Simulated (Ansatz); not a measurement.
`O[C]1([InH2])CC1`, charge 0, multiplicity 1.

**Question.** Give a relaxed structure at PBE0-D4/def2-TZVP (the Gaussian-basis code of Ansatz). (An estimate is asked.)

**Answer.** Ansatz gave: 
Z-matrix (Å, degrees):
```
C
In 1 2.147
C 1 1.506 2 119.9
O 1 1.405 2 112.0 3 -144.8
C 1 1.506 2 120.0 3 70.2
H 2 1.732 1 115.0 3 -35.3
H 2 1.719 1 122.6 3 144.7
H 3 1.084 1 120.4 2 1.0
H 3 1.086 1 116.2 2 -142.9
H 4 0.964 1 109.1 2 -179.8
H 5 1.086 1 116.2 2 143.1
H 5 1.084 1 120.4 2 -0.9
```
Point group Cs.
This is one stationary point; other conformers may exist.
